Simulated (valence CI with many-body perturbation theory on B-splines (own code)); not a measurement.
Cl10+: calculated level list

Level of theory: valence CI with perturbative core correlation (CI+MBPT): five valence electrons over a frozen Dirac-Fock core [He], a basis of 11 s, 11 p, 10 d, 8 f, 5 g, 2 h functions for each j, with the one-electron correlation potential Σ1, the two-electron term Σ2, the three-electron term Σ3, Breit, model QED; selected CI, second order for the rest, scaled by the run's own slope (own B-spline code, finite nucleus).

No measured levels were compared; by estimate levels of excited configurations hold to 0.05 to 0.15 % of their energy, terms of the ground configuration to about 0.5 %. Among the levels kept, up to 4800 cm⁻¹ of a level comes from second order outside the variational space, and about a tenth of that is noise between levels of different J, which matters for small intervals.

Levels 91 to 135 of 193, with energies above the lowest level, 2s²2p³ ⁴S°_3/2. "Leading %" is the weight of the configuration and term that name the level; weights of strongly mixed levels are sums over their largest components and can fall short. In the jj column 3d3/2^4 stands for four electrons in 3d with j = 3/2.

| No. | Configuration | Term | J | E (eV) | Leading % | g | Leading jj |
| --- | --- | --- | --- | --- | --- | --- | --- |
| 91 | 2s2p³3d | ⁶D° | 9/2 | 362.17 | 99 | 1.555 | 2s 2p1/2 2p3/2^2 3d5/2 (55 %) |
| 92 | 2s2p³3s | ⁴P° | 1/2 | 362.75 | 97 | 2.660 | 2s 2p1/2 2p3/2^2 3s (87 %) |
| 93 | 2s2p³3s | ⁴P° | 3/2 | 362.79 | 96 | 1.723 | 2s 2p1/2 2p3/2^2 3s (55 %) |
| 94 | 2s2p³3s | ⁴P° | 5/2 | 362.92 | 93 | 1.586 | 2s 2p3/2^3 3s (57 %) |
| 95 | 2s2p³3s | ²P° | 1/2 | 367.35 | 96 | 0.665 | 2s 2p1/2 2p3/2^2 3s (73 %) |
| 96 | 2s2p³3s | ²P° | 3/2 | 367.41 | 94 | 1.324 | 2s 2p3/2^3 3s (46 %) |
| 97 | 2s2p³3p | ⁴D | 1/2 | 368.01 | 89 | 0.074 | 2s 2p1/2 2p3/2^2 3p1/2 (33 %) |
| 98 | 2s2p³3p | ⁴D | 3/2 | 368.06 | 81 | 1.195 | 2s 2p1/2 2p3/2^2 3p1/2 (46 %) |
| 99 | 2s2p³3p | ⁴D | 5/2 | 368.27 | 88 | 1.334 | 2s 2p1/2 2p3/2^2 3p1/2 (49 %) |
| 100 | 2s2p³3p | ⁴D | 7/2 | 368.47 | 86 | 1.402 | 2s 2p1/2 2p3/2^2 3p3/2 (52 %) |
| 101 | 2s2p³3d | ⁴D° | 5/2 | 368.80 | 99 | 1.371 | 2s 2p1/2 2p3/2^2 3d5/2 (30 %) |
| 102 | 2s2p³3d | ⁴D° | 3/2 | 368.81 | 99 | 1.199 | 2s 2p1/2 2p3/2^2 3d5/2 (42 %) |
| 103 | 2s2p³3d | ⁴D° | 1/2 | 368.82 | 99 | 0.000 | 2s 2p1/2 2p3/2^2 3d5/2 (57 %) |
| 104 | 2s2p³3d | ⁴D° | 7/2 | 368.83 | 99 | 1.428 | 2s 2p1/2 2p3/2^2 3d3/2 (31 %) |
| 105 | 2s2p³3p | ²P | 3/2 | 368.84 | 64 | 1.065 | 2s 2p1/2 2p3/2^2 3p3/2 (52 %) |
| 106 | 2s2p³3p | ⁴F | 3/2 | 369.07 | 67 | 0.681 | 2s 2p1/2 2p3/2^2 3p3/2 (35 %) |
| 107 | 2s2p³3p | ⁴F | 5/2 | 369.12 | 86 | 1.070 | 2s 2p1/2 2p3/2^2 3p1/2 (30 %) |
| 108 | 2s2p³3p | ⁴F | 7/2 | 369.24 | 84 | 1.265 | 2s 2p1/2 2p3/2^2 3p3/2 (59 %) |
| 109 | 2s2p³3p | ²P | 1/2 | 369.34 | 87 | 0.600 | 2s 2p1/2 2p3/2^2 3p3/2 (50 %) |
| 110 | 2s2p³3p | ⁴F | 9/2 | 369.34 | 98 | 1.333 | 2s 2p1/2 2p3/2^2 3p3/2 (98 %) |
| 111 | 2s2p³3p | ²F | 7/2 | 370.84 | 97 | 1.145 | 2s 2p1/2 2p3/2^2 3p3/2 (51 %) |
| 112 | 2s2p³3p | ²F | 5/2 | 370.96 | 97 | 0.862 | 2s 2p1/2 2p3/2^2 3p3/2 (45 %) |
| 113 | 2s2p³3p | ⁴P | 3/2 | 373.93 | 89 | 1.755 | 2s 2p1/2 2p3/2^2 3p3/2 (55 %) |
| 114 | 2s2p³3p | ⁴P | 5/2 | 374.08 | 97 | 1.598 | 2s 2p1/2 2p3/2^2 3p1/2 (51 %) |
| 115 | 2s2p³3p | ⁴P | 1/2 | 374.11 | 97 | 2.665 | 2s 2p1/2 2p3/2^2 3p3/2 (41 %) |
| 116 | 2s2p³3p | ²D | 5/2 | 375.63 | 96 | 1.203 | 2s 2p1/2 2p3/2^2 3p3/2 (64 %) |
| 117 | 2s2p³3p | ²D | 3/2 | 375.66 | 92 | 0.829 | 2s 2p1/2 2p3/2^2 3p3/2 (45 %) |
| 118 | 2s2p³3p | ⁴S | 3/2 | 376.94 | 90 | 1.973 | 2s 2p1/2 2p3/2^2 3p3/2 (33 %) |
| 119 | 2s2p³3p | ⁴D | 1/2 | 377.42 | 97 | 0.013 | 2s 2p1/2 2p3/2^2 3p1/2 (79 %) |
| 120 | 2s2p³3p | ⁴D | 3/2 | 377.47 | 96 | 1.191 | 2s 2p1/2 2p3/2^2 3p1/2 (42 %) |
| 121 | 2s2p³3p | ⁴D | 5/2 | 377.54 | 96 | 1.364 | 2s 2p1/2 2p3/2^2 3p3/2 (39 %) |
| 122 | 2s2p³3p | ⁴D | 7/2 | 377.64 | 96 | 1.423 | 2s 2p3/2^3 3p3/2 (53 %) |
| 123 | 2s2p³3s | ⁴S° | 3/2 | 378.36 | 94 | 1.990 | 2s 2p1/2 2p3/2^2 3s (54 %) |
| 124 | 2s2p³3s | ²D° | 5/2 | 378.88 | 96 | 1.201 | 2s 2p1/2 2p3/2^2 3s (76 %) |
| 125 | 2s2p³3s | ²D° | 3/2 | 378.92 | 96 | 0.802 | 2s 2p1/2 2p3/2^2 3s (73 %) |
| 126 | 2s2p³3p | ²P | 1/2 | 379.41 | 95 | 0.673 | 2s 2p1/2 2p3/2^2 3p3/2 (36 %) |
| 127 | 2s2p³3p | ²P | 3/2 | 379.97 | 85 | 1.343 | 2s 2p3/2^3 3p3/2 (35 %) |
| 128 | 2s2p³3p | ⁴P | 1/2 | 380.15 | 97 | 2.642 | 2s 2p1/2 2p3/2^2 3p1/2 (49 %) |
| 129 | 2s2p³3p | ⁴P | 3/2 | 380.22 | 89 | 1.691 | 2s 2p3/2^3 3p1/2 (35 %) |
| 130 | 2s2p³3p | ⁴P | 5/2 | 380.24 | 95 | 1.588 | 2s 2p3/2^3 3p3/2 (28 %) |
| 131 | 2s2p³3p | ²D | 3/2 | 380.82 | 97 | 0.805 | 2s 2p1/2 2p3/2^2 3p3/2 (61 %) |
| 132 | 2s2p³3s | ²S° | 1/2 | 380.83 | 93 | 1.960 | 2s 2p1/2 2p3/2^2 3s (54 %) |
| 133 | 2s2p³3p | ²D | 5/2 | 381.08 | 94 | 1.205 | 2s 2p3/2^3 3p3/2 (37 %) |
| 134 | 2s2p³3d | ⁴F° | 3/2 | 384.17 | 99 | 0.401 | 2s 2p1/2 2p3/2^2 3d3/2 (44 %) |
| 135 | 2s2p³3d | ⁴F° | 5/2 | 384.26 | 96 | 1.018 | 2s 2p1/2 2p3/2^2 3d3/2 (50 %) |

Names give the largest LS component (configuration and term), which can be under half, so a name can repeat, a term be missing and a line seem to break the LS rules; names also repeat where a configuration has a term twice.

Where two levels of one J and parity lie close, their mixing, g and order are uncertain.
